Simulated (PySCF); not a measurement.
Computed properties of AlFH2S, SMILES [SH][AlH][F]

AlFH₂S, SMILES [F][AlH][SH]. The structure is a stationary point at ωB97X-D3(BJ)/def2-TZVP. The values are those of a single conformer. All values are computed for the isolated molecule unless a solvent is named; none is compared with measurement here.

**Structure.** The optimised structure has Cs symmetry. All 9 harmonic modes at ωB97X-D3(BJ)/def2-TZVP (PySCF) are real, so it is a minimum. With heavy atoms numbered as in [AlH:1]([F:2])[SH:4], the shortest bond between them is Al1–F2 at 1.651 Å and the longest Al1–S4 at 2.162 Å.

**Vibrations.** The strongest infrared lines (harmonic, unscaled, degenerate partners summed) lie at 644 cm⁻¹ (191 km/mol, H 75 %, Al 14 %), 852 cm⁻¹ (178 km/mol, F 51 %, Al 45 %), 2015 cm⁻¹ (143 km/mol, H 96 %). The softest mode is at 188 cm⁻¹ and the zero-point energy is 12.0 kcal/mol.

**Electronic structure.** HF/def2-TZVPD (PySCF) places the frontier levels at -10.85 and 1.04 eV, a gap of 11.89 eV, and gives a dipole moment of 2.04 D and a mean polarisability of 43.4 bohr³.

**Excitations.** TDDFT-B3LYP/def2-SVPD (PySCF) has S1 at 5.94 eV (209 nm, f = 0.056, bright); the most intense of the 10 singlets computed lies at 8.24 eV (f = 0.44). T1 (TDA) is at 5.17 eV. No vertical singlet excitation falls in the visible range (under 3.1 eV).

**NMR.** GIAO shifts at PBE0/pcSseg-2 (PySCF) (non-relativistic, atoms alike by connectivity averaged): ¹H from 0.3 to 5.1 ppm against TMS; ¹⁹F at -158.3 ppm against CFCl3.
